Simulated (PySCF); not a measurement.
Computed XPS line lists of a few unrelated compounds.

Theory: delta-SCF UKS SCAN, pcX-2 on the ionised atom, pcseg-1 elsewhere, spin-free X2C in PySCF. Geometries: PBE0-D3(BJ)/def2-SVP; isolated species, one conformer each.

Line lists (1s up to Mg, 2p3/2 beyond, nothing for Al or Se; areas count atoms within a level, one atom standing for each set equivalent by bonding):
1. C 1s: 291.73 eV; N 1s: 404.51 eV; Cl 2p3/2: 205.94 eV
2. O 1s: 540.92 eV; F 1s: 693.67 (area 1), 693.71 (area 4) eV
3. C 1s: 290.54 (area 2), 292.10 (area 1) eV; O 1s: 537.21 eV

Structures:
A. AlH2(OiPr) (`CC(C)[O][AlH2]`)
B. Se(OH)F5 (`O[Se](F)(F)(F)(F)F`)
C. AlCl2(NMe2) (`C[N](C)[Al]([Cl])[Cl]`)

Problem. Match each list to its structure.

Solution. 
- 1 = C: no other candidate has this set of levels. C 1s: 291.73 carbon bonded to N and 3 H (×2); N 1s: 404.51 nitrogen bonded to Al and 2 C; Cl 2p3/2: 205.94 chlorine bonded to Al (×2).
- 2 = B: no other candidate has this set of levels. O 1s: 540.92 oxygen bonded to Se and H; F 1s: 693.67 fluorine bonded to Se, 693.71 fluorine bonded to Se (×4).
- 3 = A: no other candidate has this set of levels. C 1s: 290.54 carbon bonded to C and 3 H (×2), 292.10 carbon bonded to 2 C, O and H; O 1s: 537.21 oxygen bonded to Al and C.

Spin–orbit and ligand-field terms were added within each 2p shell after the spin-free SCF.
